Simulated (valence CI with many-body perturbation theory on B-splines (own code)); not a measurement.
Values are calculated unless marked as measured or tabulated.
## A CI+MBPT run for Pm21+

Level of theory: configuration interaction combined with many-body perturbation theory (CI+MBPT): four valence electrons over a frozen Dirac-Fock core [Kr], radial functions for each j: 9 s, 9 p, 10 d, 8 f, 5 g, 3 h, 1 i, with the one-electron correlation potential Σ1 (screened to all orders), the two-electron term Σ2, the three-electron term Σ3, Breit, model QED; selected single and double excitations, second order for the rest (own B-spline code, finite nucleus).

Command, and the settings that its task file holds:

```sh
python run_cv.py task.json out
```

```
atom Pm  Z=61  mass_number=145  rms_radius_fm=4.9620
core [Kr]
valence 4d4
avg = 1
basis = L
breit = 1
cap = 40000
capref = 1200
cscale = 1
de = 0.0
dress = 0
eps = 2e-08
h = 0.27
hh = 1
l2 = 3
lcore = 6
maxit = 60
n2 = 5
natural = 1
nlev = 60
nno = [6, 6, 7, 6, 4, 3, 1]
nroot = 26
nsp = [3, 3, 3, 2, 1, 0, 0]
pt2 = 1
qed = 1
rpa = 1
s1 = 1
s2 = 1
s3 = 1
screen = 1
tol = 2e-05
```

(1) Roughly how long does this run take on one core of Arm Neoverse V1, and how much memory?

Log. The first blocks belong to the next ion, which gives the ionisation energy. Fields: 2J, parity (1 odd), roots, reference size, generating configurations, candidates as configurations/state functions, variational space P, stored matrix elements, Davidson steps; e2 is the range of second-order energies in hartree. The first line gives the box (bohr), its intervals, the orbitals and the steps of their self-consistent field. Window is the range of levels sought, series limit the energy at which the first omitted orbital would enter, core excitation an estimate of the first excitation out of the core, left out the lowest levels not solved, and shifts from estimates the range by which levels moved from their first estimate, all in cm⁻¹.

```
rmax 6.8 intervals 60 orbitals 81 references ['4d4', '4d3 4f', '4d3 5s', '4d3 5p', '4d2 4f2'] scf 5 t 2.0
2J=3 par=0 roots 2 ref 38 generators 6 cand 5986/15367 P 1287/3304 nnz 3e+06 it 5
2J=3 par=0 roots 2 ref 38 generators 10 cand 7473/18770 P 1922/5030 nnz 6.1e+06 it 5
   second order: generators 14 cand 9345/22703 e2 -0.00002 -0.00001
2J=5 par=0 roots 2 ref 44 generators 3 cand 3219/9393 P 1219/3996 nnz 4.3e+06 it 4
2J=5 par=0 roots 2 ref 44 generators 9 cand 8010/23998 P 1926/6206 nnz 9.5e+06 it 4
   second order: generators 13 cand 8674/25279 e2 -0.00003 -0.00002
2J=7 par=0 roots 2 ref 38 generators 2 cand 3176/9637 P 1262/3999 nnz 4.4e+06 it 5
2J=7 par=0 roots 2 ref 38 generators 10 cand 7885/25311 P 2249/7142 nnz 1.3e+07 it 5
   second order: generators 12 cand 8323/26845 e2 -0.00002 -0.00002
reference levels 845, estimated 34, window 298434 1/cm; series limit 3603011, core excitation 857189
2J=0 par=0 roots 5 ref 28 generators 11 cand 13773/34142 P 3318/6719 nnz 7.3e+06 it 5
2J=0 par=0 roots 5 ref 28 generators 11 cand 11696/29951 P 4563/10264 nnz 1.2e+07 it 7
   second order: generators 16 cand 18894/51738 e2 -0.00006 -0.00001
2J=2 par=0 roots 4 ref 51 generators 8 cand 15089/100276 P 1501/7995 nnz 1.4e+07 it 5
2J=2 par=0 roots 4 ref 51 generators 10 cand 14045/94827 P 3508/18898 nnz 6.3e+07 it 5
   second order: generators 12 cand 17828/128241 e2 -0.00010 -0.00004
2J=4 par=0 roots 8 ref 88 generators 8 cand 13890/142669 P 1057/7991 nnz 1.4e+07 it 7
2J=4 par=0 roots 8 ref 88 generators 12 cand 14724/146826 P 3543/25823 nnz 1.2e+08 it 7
   second order: generators 18 cand 21096/233978 e2 -0.00021 -0.00007
2J=6 par=0 roots 6 ref 85 generators 7 cand 15464/181143 P 922/7988 nnz 1.5e+07 it 5
2J=6 par=0 roots 6 ref 85 generators 10 cand 14825/175735 P 2953/24775 nnz 1.3e+08 it 7
   second order: generators 13 cand 18800/247552 e2 -0.00022 -0.00012
2J=8 par=0 roots 7 ref 91 generators 10 cand 15446/188345 P 935/7994 nnz 1.5e+07 it 9
2J=8 par=0 roots 7 ref 91 generators 12 cand 14798/182932 P 3042/25130 nnz 1.3e+08 it 8
   second order: generators 17 cand 18697/265106 e2 -0.00025 -0.00012
2J=10 par=0 roots 2 ref 67 generators 5 cand 13626/164593 P 936/7988 nnz 1.7e+07 it 4
2J=10 par=0 roots 2 ref 67 generators 8 cand 14534/169151 P 2787/23040 nnz 1.2e+08 it 5
   second order: generators 9 cand 12683/154099 e2 -0.00010 -0.00009
2J=12 par=0 roots 2 ref 55 generators 4 cand 13090/139948 P 1220/8000 nnz 1.7e+07 it 4
2J=12 par=0 roots 2 ref 55 generators 8 cand 13714/142712 P 2913/19450 nnz 8.2e+07 it 5
   second order: generators 11 cand 21918/257826 e2 -0.00009 -0.00008
left out: unestimated 1064651, estimated none, shifts from estimates -262 to 19
operators 4.1
```

The Davidson iterations converged.

No measured spectrum was set against this ion. As an estimate, terms of the open shell hold to 2 to 4 % of their energy, and close levels can change places. Only levels of the ground parity were solved; by the run's estimate the other parity begins above the list, which can be wrong where configurations are misplaced.

```
Valence energy                            : -104.4631 hartree
Ionisation energy                         : 652.4 eV (NIST: 651 ± 4 eV (theoretical))
Reference configurations for the orbitals : 4d4, 4d3 4f, 4d3 5s, 4d3 5p, 4d2 4f2
Radial orbitals                           : 81
Box radius                                : 6.788 bohr
Largest variational space                 : 25823
Lowest levels                             : (4d3/2^4) J=0 0.0, (4d3/2^3 4d5/2) J=1 27169, (4d3/2^3 4d5/2) J=2 44536, (4d3/2^3 4d5/2) J=3 54306, (4d3/2^3 4d5/2) J=4 54448, (4d3/2^2 4d5/2^2) J=0 [a] 78438, (4d3/2^2 4d5/2^2) J=4 [a] 82106, (4d3/2^2 4d5/2^2) J=3 [a] 89868, (4d3/2^2 4d5/2^2) J=2 [a] 91309, (4d3/2^2 4d5/2^2) J=5 97481, (4d3/2^2 4d5/2^2) J=1 101280, (4d3/2^2 4d5/2^2) J=6 104380, (4d3/2^2 4d5/2^2) J=4 [b] 112530, (4d3/2^2 4d5/2^2) J=2 [b] 115000 cm⁻¹
```

Levels are named by their leading jj configuration (3d3/2^4 stands for four electrons in 3d with j = 3/2), which in mixed levels can hold well under half, so a name can repeat and another be missing. Letters in brackets count levels of one name in rising energy.

Answers

(1) 2.5 min on 1 thread of Arm Neoverse V1 (shared host), peak memory 1.2 GiB.
